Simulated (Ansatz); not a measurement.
Cost and result for the atomization energy of `FC[S][SnH3]` (9 atoms, 8 bonds).

Cartesian coordinates in Å:
```
F 1.4003 0.9532 1.1780
C 1.5805 -0.1181 0.3303
S 0.7349 0.0934 -1.2421
Sn -1.5355 0.0871 -0.4302
H 1.2327 -1.0130 0.8501
H 2.6453 -0.2031 0.1034
H -2.5047 -0.3652 -1.7548
H -1.5856 -1.0663 0.8260
H -1.9679 1.6319 0.1393
```

Charge 0, multiplicity 1. Correlated methods include outer-core shells of Sn, which these sets cover unevenly. Sn takes the def2 core potential. The geometry is a stationary point of PBE0-D4/def2-TZVP. It is one conformer, not always the lowest. Program: Ansatz. Hardware: A = 2 threads of an AMD EPYC 7R13 on a shared host; B = 2 threads of an AMD EPYC 7R13 on a shared host and a share of an NVIDIA H100 80 GB. Times are those of one run each, without the atoms' runs, and a repeat can differ threefold. Electronic energies, without spin–orbit coupling; frozen cores. CCSD(T)/CBS adds CCSD(T) − MP2 in def2-TZVPP to the MP2 limit, and its time is that of the two runs behind it. T1 = 0.013. With those shells the extrapolation isn't a true limit. B3LYP takes the VWN-RPA correlation (the form of Gaussian; ORCA's B3LYP/G).

CCSD(T)/CBS is a level of theory with its own doubt, some kJ/mol a heavy atom from the limit and from the frozen cores, so smaller differences don't rank the functionals.

```tsv
level	functions	wall time
PBE-D4/def2-TZVPP (with forces) [A]	224	3 s
CCSD(T)/def2-TZVPP [B]	224	3 s
PBE0-D4/def2-TZVPP [A]	224	4.5 s
r2SCAN-D4/def2-TZVPP (with forces) [A]	224	5.5 s
B3LYP-D4/def2-TZVPP (with forces) [A]	224	6.5 s
B2PLYP/def2-TZVPP [A]	224	8.5 s
ωB97X-V/def2-TZVPP [A]	224	11 s
ωB97M-V/def2-TZVPP (with forces) [A]	224	17 s
CCSD(T)/def2-QZVPP [B]	416	26 s
CCSD(T)/CBS(def2)	–	29 s
```

What atomization energy does each give, and how far from CCSD(T)/CBS? (Estimate.)

Ansatz gave: 
| level | atomization (kcal/mol) | difference from CCSD(T)/CBS | per bond |
| --- | --- | --- | --- |
| PBE-D4/def2-TZVPP (with forces) [A] | 652.3 | 6.1 | 0.8 |
| CCSD(T)/def2-TZVPP [B] | 627.2 | -19.0 | -2.4 |
| PBE0-D4/def2-TZVPP [A] | 640.1 | -6.1 | -0.8 |
| r2SCAN-D4/def2-TZVPP (with forces) [A] | 643.7 | -2.5 | -0.3 |
| B3LYP-D4/def2-TZVPP (with forces) [A] | 639.3 | -6.9 | -0.9 |
| B2PLYP/def2-TZVPP [A] | 630.7 | -15.5 | -1.9 |
| ωB97X-V/def2-TZVPP [A] | 648.8 | 2.6 | 0.3 |
| ωB97M-V/def2-TZVPP (with forces) [A] | 644.8 | -1.4 | -0.2 |
| CCSD(T)/def2-QZVPP [B] | 639.2 | -7.0 | -0.9 |
| CCSD(T)/CBS(def2) | 646.2 | 0.0 | 0.0 |

The D4 term adds +7.6 kcal/mol with B3LYP and +4.0 kcal/mol with PBE0; it sums over pairs of atoms, weighted by their polarisabilities, and B3LYP, whose exchange is more repulsive, gets the larger term. In def2-TZVPP, CCSD(T) changes the Hartree–Fock value by +177.9 kcal/mol (the triples alone add +10.9 kcal/mol) and MP2 by +179.5 kcal/mol; breaking electron pairs costs correlation energy, which Hartree–Fock lacks. From PBE to PBE0 (25 % exact exchange), in def2-TZVPP and without D4, the atomization energy moves by −11.4 kcal/mol: exact exchange takes away binding that semilocal exchange gives to molecules.

Spin–orbit coupling would lower the free Sn atoms strongly, and the atomization energy with them, by more than many differences here. For some Ge, Se and Sn compounds the MP2-based and the directly extrapolated limit differ by 10 to 25 kJ/mol.
